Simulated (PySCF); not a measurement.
Zr³⁸⁺: ionisation energy

Zr³⁸⁺ 1s2 (1S) → Zr³⁹⁺ 1s1 (2S), as a difference of total energies. All numbers are calculated (PySCF 2.14, the non-relativistic Hamiltonian (point nucleus), in an uncontracted even-tempered set (15 s from 62 bohr⁻², ratio 2.2; 7 p from 95 bohr⁻², ratio 2.4; 4 d from 280 bohr⁻², ratio 2.4; 3 f from 430 bohr⁻², ratio 2.4; 3 g from 640 bohr⁻², ratio 2.4)). Correlated levels: nothing frozen; virtual orbitals above 40 to 60 times the deepest correlated orbital energy dropped. The calculations carry no spin-orbit coupling.

```tsv
method	ionisation energy (eV)
UHF	21091.8
LDA	21050.3
PBE	21086.2
PBE0	21087.9
r2SCAN	21093.2
TPSSh	21093.3
M06-L	21097.8
MP2 (all electrons)	21093.1
SCS-MP2 (all electrons)	21093.3
```

The gap to the reference is mostly relativistic.

For comparison: 21516.5 eV (theoretical estimate listed by NIST; NIST Atomic Spectra Database, ionization energies).
